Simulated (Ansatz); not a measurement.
## Relaxing a trial structure of FH4MgPSi

The starting geometry of this gas-phase singlet was optimised with GFN2-xTB.

```yaml
atoms:
  - { symbol: F, position_ang: [-0.9491, -0.3404, 3.5669] }
  - { symbol: Mg, position_ang: [-0.9880, -0.4102, 1.7549] }
  - { symbol: P, position_ang: [1.6149, 0.0250, 1.5588] }
  - { symbol: Si, position_ang: [1.2118, 0.0509, 3.6508] }
  - { symbol: H, position_ang: [-2.1543, -0.6708, 0.7549] }
  - { symbol: H, position_ang: [1.9898, -1.3220, 1.5440] }
  - { symbol: H, position_ang: [0.9835, 1.3388, 4.2997] }
  - { symbol: H, position_ang: [1.3783, -1.0115, 4.6383] }
```

Predict what it relaxes into with r2SCAN-D4/def2-SVP.

A new bond forms, giving a structure with F1 bridging Mg2 and Si4, given below by its coordinates. Distances that change by over a tenth: F1–Mg2 (1.81 → 2.05 Å). Contacts that close: F1–Si4 (2.20 → 1.75 Å).

The energy falls by 0.87 eV over 9 steps:

| step | E − E(last) (eV) |
| --- | --- |
| 1 | 0.873 |
| 2 | 0.428 |
| 3 | 0.142 |
| 4 | 0.028 |
| 5 | 0.002 |
| 6 | 0.002 |
| 7 | 0.000 |
| 8 | 0.000 |
| 9 | 0.000 |

Final geometry (Å):

```yaml
atoms:
  - { symbol: F, position_ang: [-0.6973, -0.3007, 3.5646] }
  - { symbol: Mg, position_ang: [-0.8966, -0.4080, 1.5278] }
  - { symbol: P, position_ang: [1.6513, 0.0616, 1.6032] }
  - { symbol: Si, position_ang: [1.0150, 0.0427, 3.6987] }
  - { symbol: H, position_ang: [-2.3633, -0.7176, 0.7287] }
  - { symbol: H, position_ang: [1.8896, -1.3548, 1.6439] }
  - { symbol: H, position_ang: [0.9945, 1.3625, 4.3839] }
  - { symbol: H, position_ang: [1.4938, -1.0258, 4.6174] }
```

No frequencies were run, so the end isn't proven a minimum. Run with Ansatz 0.2.0, 23 s on 2 threads of Arm Neoverse V1, with other jobs on the host.
